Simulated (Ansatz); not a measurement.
`[OH][GeH2][OH]`. The species carries charge 0 and has multiplicity 1.

```tsv
atom	x (Å)	y (Å)	z (Å)
O1	-0.3889	-1.3332	-0.7172
Ge2	0.4181	-0.0854	0.2548
O3	0.2279	1.5132	-0.4887
H4	-1.2970	-1.4919	-0.4530
H5	-0.2056	-0.0811	1.6659
H6	1.9134	-0.3755	0.1829
H7	-0.6679	1.8540	-0.4446
```

**Question.** What are the harmonic wavenumbers in cm⁻¹ at PBE0-D4/def2-TZVP (Ansatz, finite differences of forces, unscaled)? (Best estimate.)

**Answer.** Computed: 19i, 232, 261, 535, 678, 711, 718, 815, 854, 911, 938, 2133, 2229, 3903, 3908.
